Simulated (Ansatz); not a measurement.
Geometry optimisation, RKS revPBE-D4/6-31G* (Ansatz).

The input (input.yaml):

```yaml
crystal:
  periodic: [false, false, false]
  atoms:
    - { symbol: B, position_ang: [-1.23972, 0.75195, -0.45239] }
    - { symbol: B, position_ang: [0.20409, 0.12489, -0.71493] }
    - { symbol: Si, position_ang: [1.05844, -0.78801, 0.78457] }
    - { symbol: O, position_ang: [0.81475, -2.23466, 1.15712] }
    - { symbol: H, position_ang: [-1.41086, 1.83701, -0.03338] }
    - { symbol: H, position_ang: [-2.22742, 0.13232, -0.59569] }
    - { symbol: H, position_ang: [-0.31886, 0.63642, -1.16482] }
    - { symbol: H, position_ang: [1.99423, 0.03767, 1.57754] }
basis:
  gaussian: { orbitals: "6-31G*" }
hamiltonian:
  xc: revpbe
  dispersion: d4
relax:
  f_tol: 0.02
  max_steps: 50
output:
  orbitals: {}
```

Run as:

```bash
$ ansatz run input.yaml --threads 1 --pin off --max-ram 2048MiB --backend cpu --events-out ev --progress --plain --runs-dir out
```

Q: Where does it end, and by what steps?

A: The forces met the threshold. After 19 steps the energy has fallen by 4.873 eV; H7 moved furthest, 1.14 Å. The start is strongly strained (largest force component 14 eV/Å), so its close contacts needn't be bonds. Parted: B1–H7 (1.17 → 2.55 Å).

| step | energy less start (eV) | largest force component (eV/Å) | accepted |
| --- | --- | --- | --- |
| 0 | 0.0000 | 14.361 | yes |
| 1 | -3.0176 | 5.559 | yes |
| 2 | -3.7730 | 1.853 | yes |
| 3 | -3.9323 | 1.603 | yes |
| 4 | -4.0974 | 1.079 | yes |
| 5 | -4.3353 | 0.724 | yes |
| 6 | -4.4504 | 1.032 | yes |
| 7 | -4.6089 | 0.311 | yes |
| 8 | -4.6554 | 0.286 | yes |
| 9 | -4.7235 | 0.315 | yes |
| 10 | -4.7688 | 0.561 | yes |
| 11 | -4.7813 | 0.589 | yes |
| 12 | -4.8559 | 0.129 | yes |
| 13 | -4.8421 | 0.248 | no |
| 14 | -4.8668 | 0.124 | yes |
| 15 | -4.8706 | 0.113 | yes |
| 16 | -4.8717 | 0.098 | yes |
| 17 | -4.8724 | 0.063 | yes |
| 18 | -4.8725 | 0.060 | yes |
| 19 | -4.8727 | 0.014 | yes |

```xyz
8
Properties=species:S:1:pos:R:3
B -1.435 0.824 -0.297
B 0.028 0.241 -0.685
Si 0.993 -0.755 0.791
O 0.759 -2.273 1.063
H -1.585 1.936 0.160
H -2.428 0.135 -0.358
H 0.604 0.303 -1.744
H 1.938 0.086 1.628
```

Whether the end is a true minimum wasn't checked by a vibrational analysis.

Run time: 70 s on 1 thread of Arm Neoverse N1, on a shared host, peak memory 0.13 GiB.
